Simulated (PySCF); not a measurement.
**Correlation energy of Ir⁺ (iridium, charge +1)**

[Xe] 4f14 5d7 6s1, high-spin 5F determinant. Computed with PySCF 2.14 in cc-pVDZ-PP with ECP60MDF, with scalar relativity through the core potential. Frozen: 5s2 5p6; 8 electrons correlated.

MP2 pair energies summed by pair of shells (mhartree):

| pair | energy | share (%) |
| --- | --- | --- |
| 5d-5d | -108.59 | 78.2 |
| 5d-6s | -30.19 | 21.8 |

Total MP2 correlation energy: -138.78 mhartree.

Same-spin part -63.28 and opposite-spin part -75.50 mhartree; SCS-MP2 scales them by 1/3 and 6/5 to -111.70 mhartree.
